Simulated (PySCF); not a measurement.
Record of a relaxation.

Compound: C3H5F3Si.
Atom-mapped SMILES: `[F:1][CH2:2]/[C:3]([F:4])=[C:5](\[F:6])[SiH3:7]` (hydrogens: H8, H9 on C2; H10, H11, H12 on Si7)

Method: PBE0-D3(BJ)/def2-SVP geometry optimisation, gas phase (PySCF 2.14.0); density fitting, grid level 1; the optimiser is geomeTRIC in internal coordinates, started from a GFN2-xTB structure with every atom displaced at random (about 0.01 Å). 14 of its 16 geometries are shown. The frame can shift and turn from step to step; on so coarse a grid that alone can change the energy by a few meV, and forces under 0.02 eV/Å are noise.

Step 0: E = -19193.2657 eV, largest atomic force 1.562 eV/Å
```
atom  x, y, z in Å  |  force x, y, z in eV/Å
F1     -2.581    1.225   -0.171   -0.551   1.303  -0.202
C2     -2.109   -0.016    0.055    0.855   0.501   0.378
C3     -0.661    0.040    0.371    1.173  -0.227   1.007
F4     -0.330    0.304    1.674   -0.568  -0.072  -0.876
C5      0.384   -0.136   -0.458   -0.223   0.038   0.145
F6      0.092   -0.399   -1.740    0.070  -0.038  -0.244
Si7     2.249   -0.025   -0.017   -1.507  -0.088   0.050
H8     -2.652   -0.417    0.896   -0.316  -0.619   0.632
H9     -2.274   -0.588   -0.834   -0.046  -0.865  -0.793
H10     2.892   -0.948   -0.931    0.513  -0.454  -0.454
H11     2.648    1.356   -0.238    0.382   0.632  -0.087
H12     2.381   -0.424    1.384    0.217  -0.110   0.446
```

Step 1: E = -19193.4104 eV, largest atomic force 0.651 eV/Å
```
atom  x, y, z in Å  |  force x, y, z in eV/Å
F1     -2.617    1.267   -0.242    0.161  -0.294   0.087
C2     -2.099    0.011    0.002   -0.157  -0.050  -0.091
C3     -0.658    0.084    0.365   -0.353   0.438  -0.328
F4     -0.434    0.627    1.562    0.218  -0.133   0.180
C5      0.379   -0.200   -0.432    0.077  -0.101   0.105
F6      0.113   -0.648   -1.672    0.006  -0.049   0.033
Si7     2.207   -0.047    0.037   -0.012  -0.010  -0.080
H8     -2.655   -0.440    0.845    0.015   0.062  -0.085
H9     -2.230   -0.620   -0.896    0.055   0.120   0.128
H10     2.948   -0.986   -0.853    0.007   0.008   0.031
H11     2.685    1.347   -0.193   -0.001   0.007   0.003
H12     2.396   -0.417    1.467   -0.014   0.003   0.017
```

Step 2: E = -19193.4204 eV, largest atomic force 0.305 eV/Å
```
atom  x, y, z in Å  |  force x, y, z in eV/Å
F1     -2.626    1.275   -0.209   -0.022  -0.029   0.002
C2     -2.098    0.023   -0.005   -0.050   0.139   0.256
C3     -0.662    0.112    0.364    0.185  -0.098  -0.222
F4     -0.373    0.565    1.588   -0.232   0.090   0.019
C5      0.369   -0.196   -0.433    0.058  -0.164  -0.008
F6      0.100   -0.676   -1.660   -0.008   0.093  -0.056
Si7     2.196   -0.045    0.032    0.007  -0.027   0.002
H8     -2.656   -0.459    0.817   -0.013  -0.017  -0.010
H9     -2.208   -0.575   -0.921    0.066   0.008   0.016
H10     2.939   -1.014   -0.822    0.010   0.001   0.008
H11     2.683    1.339   -0.234   -0.006   0.002  -0.004
H12     2.373   -0.372    1.474    0.006   0.002  -0.003
```

Step 3: E = -19193.4283 eV, largest atomic force 0.111 eV/Å
```
atom  x, y, z in Å  |  force x, y, z in eV/Å
F1     -2.638    1.275   -0.192   -0.029   0.019   0.008
C2     -2.101    0.027    0.008    0.010   0.048  -0.071
C3     -0.658    0.120    0.341   -0.033  -0.085   0.041
F4     -0.402    0.579    1.571    0.089   0.065  -0.012
C5      0.376   -0.199   -0.449   -0.005  -0.044   0.068
F6      0.114   -0.663   -1.683   -0.041   0.057   0.002
Si7     2.201   -0.056    0.030    0.000   0.002   0.015
H8     -2.644   -0.454    0.839    0.036  -0.027   0.016
H9     -2.220   -0.574   -0.904   -0.028  -0.027  -0.057
H10     2.953   -1.024   -0.816    0.000  -0.006   0.000
H11     2.691    1.329   -0.230    0.000  -0.003  -0.006
H12     2.364   -0.383    1.474    0.001   0.001  -0.004
```

Step 5: E = -19193.4310 eV, largest atomic force 0.048 eV/Å
```
atom  x, y, z in Å  |  force x, y, z in eV/Å
F1     -2.646    1.282   -0.173    0.015  -0.019   0.017
C2     -2.100    0.036    0.010   -0.005   0.011   0.016
C3     -0.656    0.124    0.346   -0.004   0.027  -0.039
F4     -0.383    0.600    1.566   -0.017  -0.007  -0.014
C5      0.372   -0.204   -0.447    0.034  -0.016  -0.005
F6      0.103   -0.652   -1.686   -0.026   0.007   0.027
Si7     2.198   -0.069    0.028    0.005  -0.002   0.005
H8     -2.632   -0.460    0.840   -0.012  -0.010  -0.004
H9     -2.221   -0.559   -0.908    0.005   0.017   0.004
H10     2.944   -1.044   -0.817    0.000  -0.004   0.000
H11     2.694    1.313   -0.239    0.002  -0.003  -0.006
H12     2.363   -0.392    1.472    0.002   0.000  -0.001
```

Step 6: E = -19193.4320 eV, largest atomic force 0.046 eV/Å
```
atom  x, y, z in Å  |  force x, y, z in eV/Å
F1     -2.647    1.299   -0.133    0.018   0.009   0.019
C2     -2.099    0.050    0.014   -0.012  -0.037   0.004
C3     -0.654    0.128    0.345    0.000  -0.002   0.022
F4     -0.379    0.589    1.570   -0.005   0.033  -0.031
C5      0.371   -0.208   -0.449    0.004  -0.022   0.008
F6      0.093   -0.663   -1.683   -0.002   0.031  -0.010
Si7     2.199   -0.078    0.021    0.003  -0.015   0.002
H8     -2.627   -0.468    0.833   -0.009  -0.004  -0.008
H9     -2.225   -0.521   -0.919    0.002   0.014   0.004
H10     2.939   -1.069   -0.810    0.000  -0.004  -0.001
H11     2.701    1.297   -0.268    0.000  -0.004  -0.006
H12     2.364   -0.380    1.469    0.001   0.000  -0.002
```

Step 7: E = -19193.4338 eV, largest atomic force 0.085 eV/Å
```
atom  x, y, z in Å  |  force x, y, z in eV/Å
F1     -2.646    1.331   -0.039    0.004   0.053   0.012
C2     -2.098    0.078    0.030   -0.005  -0.085   0.001
C3     -0.649    0.141    0.344    0.009  -0.049   0.048
F4     -0.359    0.592    1.569    0.000   0.048  -0.045
C5      0.366   -0.217   -0.455    0.003   0.007   0.025
F6      0.074   -0.669   -1.687   -0.008   0.039  -0.016
Si7     2.197   -0.105    0.003    0.002  -0.019  -0.003
H8     -2.615   -0.485    0.827   -0.004   0.004  -0.013
H9     -2.236   -0.442   -0.930   -0.002   0.008   0.002
H10     2.920   -1.130   -0.802   -0.004  -0.004  -0.003
H11     2.718    1.253   -0.327    0.003  -0.004  -0.005
H12     2.362   -0.370    1.459    0.002   0.001  -0.002
```

Step 8: E = -19193.4349 eV, largest atomic force 0.109 eV/Å
```
atom  x, y, z in Å  |  force x, y, z in eV/Å
F1     -2.633    1.383    0.136   -0.031   0.090  -0.015
C2     -2.094    0.128    0.064    0.000  -0.108  -0.004
C3     -0.638    0.162    0.350    0.027  -0.065   0.061
F4     -0.322    0.609    1.569    0.002   0.020  -0.036
C5      0.354   -0.227   -0.463    0.000   0.054   0.046
F6      0.029   -0.666   -1.691    0.000   0.018  -0.026
Si7     2.194   -0.161   -0.036   -0.001  -0.018  -0.018
H8     -2.597   -0.512    0.812    0.002   0.018  -0.010
H9     -2.254   -0.295   -0.939   -0.005   0.001   0.005
H10     2.872   -1.246   -0.800   -0.004  -0.005  -0.002
H11     2.754    1.162   -0.441    0.008  -0.005  -0.002
H12     2.370   -0.361    1.429    0.003   0.001   0.001
```

Step 9: E = -19193.4364 eV, largest atomic force 0.050 eV/Å
```
atom  x, y, z in Å  |  force x, y, z in eV/Å
F1     -2.636    1.372    0.081   -0.008   0.037  -0.001
C2     -2.095    0.114    0.057    0.009  -0.048  -0.007
C3     -0.641    0.158    0.354    0.003  -0.033   0.027
F4     -0.333    0.614    1.571   -0.001   0.001  -0.014
C5      0.356   -0.219   -0.457   -0.010   0.040   0.030
F6      0.037   -0.654   -1.689    0.007   0.001  -0.019
Si7     2.196   -0.151   -0.028   -0.002  -0.008  -0.014
H8     -2.606   -0.500    0.820    0.003   0.017  -0.001
H9     -2.247   -0.339   -0.933    0.000  -0.002   0.003
H10     2.876   -1.223   -0.809   -0.006  -0.004  -0.001
H11     2.754    1.179   -0.411    0.005  -0.004  -0.003
H12     2.374   -0.374    1.433    0.000   0.002   0.001
```

Step 10: E = -19193.4369 eV, largest atomic force 0.022 eV/Å
```
atom  x, y, z in Å  |  force x, y, z in eV/Å
F1     -2.631    1.376    0.070   -0.001   0.003  -0.001
C2     -2.095    0.114    0.059    0.004   0.001  -0.002
C3     -0.642    0.156    0.360   -0.006  -0.011  -0.001
F4     -0.335    0.614    1.576    0.001  -0.009   0.007
C5      0.356   -0.214   -0.454   -0.001   0.019   0.011
F6      0.035   -0.644   -1.687    0.005  -0.002  -0.010
Si7     2.197   -0.154   -0.030    0.001  -0.003  -0.008
H8     -2.611   -0.491    0.826    0.001   0.009   0.005
H9     -2.246   -0.347   -0.928   -0.001  -0.001   0.003
H10     2.867   -1.228   -0.817   -0.003  -0.004   0.001
H11     2.762    1.173   -0.413    0.002  -0.003  -0.004
H12     2.378   -0.381    1.430   -0.001   0.003   0.000
```

Step 12: E = -19193.4383 eV, largest atomic force 0.074 eV/Å
```
atom  x, y, z in Å  |  force x, y, z in eV/Å
F1     -2.604    1.419    0.111    0.009  -0.048  -0.006
C2     -2.093    0.145    0.085   -0.004   0.074   0.003
C3     -0.638    0.159    0.380   -0.011   0.015  -0.028
F4     -0.318    0.591    1.602    0.003  -0.016   0.026
C5      0.348   -0.201   -0.451    0.004  -0.020  -0.033
F6      0.010   -0.602   -1.691   -0.002   0.006   0.016
Si7     2.197   -0.191   -0.062    0.002   0.002   0.015
H8     -2.619   -0.455    0.848    0.000  -0.007   0.013
H9     -2.257   -0.301   -0.907   -0.001  -0.006   0.002
H10     2.812   -1.305   -0.837    0.004  -0.003   0.004
H11     2.800    1.106   -0.488   -0.005  -0.001  -0.009
H12     2.399   -0.389    1.399    0.000   0.003  -0.002
```

Step 13: E = -19193.4394 eV, largest atomic force 0.064 eV/Å
```
atom  x, y, z in Å  |  force x, y, z in eV/Å
F1     -2.588    1.446    0.139    0.008  -0.040  -0.006
C2     -2.091    0.167    0.102   -0.005   0.063   0.003
C3     -0.635    0.162    0.389   -0.004   0.013  -0.016
F4     -0.305    0.569    1.617    0.002  -0.007   0.016
C5      0.343   -0.196   -0.453    0.003  -0.023  -0.041
F6     -0.006   -0.575   -1.697   -0.004   0.007   0.020
Si7     2.195   -0.214   -0.082    0.001   0.003   0.020
H8     -2.619   -0.432    0.864    0.000  -0.009   0.009
H9     -2.266   -0.271   -0.891   -0.001  -0.007   0.001
H10     2.782   -1.354   -0.841    0.006  -0.002   0.005
H11     2.817    1.063   -0.539   -0.005  -0.001  -0.009
H12     2.408   -0.387    1.381    0.000   0.003  -0.001
```

Step 14: E = -19193.4402 eV, largest atomic force 0.030 eV/Å
```
atom  x, y, z in Å  |  force x, y, z in eV/Å
F1     -2.578    1.464    0.160    0.003  -0.014  -0.004
C2     -2.090    0.184    0.115   -0.004   0.022   0.001
C3     -0.631    0.165    0.393    0.004   0.002   0.003
F4     -0.293    0.552    1.625    0.000   0.004   0.003
C5      0.340   -0.195   -0.457    0.001  -0.012  -0.028
F6     -0.018   -0.557   -1.703   -0.004   0.003   0.014
Si7     2.193   -0.231   -0.095   -0.001   0.002   0.012
H8     -2.615   -0.416    0.878   -0.001  -0.003   0.002
H9     -2.274   -0.249   -0.880   -0.001  -0.005   0.001
H10     2.764   -1.391   -0.836    0.004  -0.002   0.004
H11     2.826    1.030   -0.580   -0.002  -0.001  -0.007
H12     2.412   -0.381    1.370    0.000   0.003   0.000
```

Step 15: E = -19193.4405 eV, largest atomic force under 0.02 eV/Å
```
atom  x, y, z in Å  |  force x, y, z in eV/Å
F1     -2.574    1.472    0.169   -0.001   0.005  -0.003
C2     -2.089    0.192    0.120   -0.001  -0.009  -0.001
C3     -0.629    0.167    0.394    0.005  -0.003   0.010
F4     -0.286    0.548    1.627   -0.001   0.007  -0.006
C5      0.338   -0.195   -0.459   -0.001  -0.001  -0.007
F6     -0.025   -0.552   -1.706   -0.001  -0.002   0.005
Si7     2.192   -0.238   -0.099   -0.001   0.001   0.002
H8     -2.612   -0.409    0.884    0.000   0.003  -0.002
H9     -2.277   -0.239   -0.874    0.000  -0.002   0.002
H10     2.758   -1.409   -0.829    0.001  -0.002   0.004
H11     2.829    1.014   -0.601    0.001  -0.001  -0.005
H12     2.411   -0.373    1.366    0.000   0.004   0.001
```

Question: Summarise the path.

Answer: The energy falls by 4.03 kcal/mol from step 0 to step 15; nine tenths of that is first reached at step 3. It falls at every step. The largest force goes from 1.562 to under 0.02 eV/Å. Among the bonds Si7–H10 changes most, from 1.449 to 1.491 Å; the atoms move by 0.190 Å rms after alignment.

The cost below is that of the whole optimisation. Time: 1.8 min wall; peak memory 0.53 GiB. Hardware: one thread, Arm Neoverse V1 (aarch64) (shared host).
